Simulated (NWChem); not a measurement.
System: BeH$_{2}$S; SMILES [BeH][SH]

Here is an NWChem input.

```
start job
memory heap 200 mb stack 900 mb global 1100 mb
geometry units angstroms
  Be     0.103550    -1.305173     0.000000
  H      0.068015    -2.638136     0.000000
  S      0.162858     0.609725     0.000000
  H     -1.188377     0.702393     0.000000
end
basis spherical
  Be library 3-21g
  H library 3-21g
  S library 3-21g
end
dft
  xc hfexch
  iterations 150
end
driver
  maxiter 120
end
task dft optimize
task dft freq
```

The level has its own optimisation; frequencies are unscaled.

Problem. Give the results of this calculation. (Hartree-Fock/3-21G.) Quantities: r Be–H (Å); r Be–S (Å); r H–S (Å); highest harmonic frequency (cm⁻¹); lowest (cm⁻¹); zero-point energy (kcal/mol); dipole (D).

Solution. 
```yaml
r Be–H (Å): 1.330
r Be–S (Å): 1.937
r H–S (Å): 1.353
highest harmonic frequency (cm⁻¹): 2634
lowest (cm⁻¹): 480
zero-point energy (kcal/mol): 10.5
dipole (D): 1.75
```
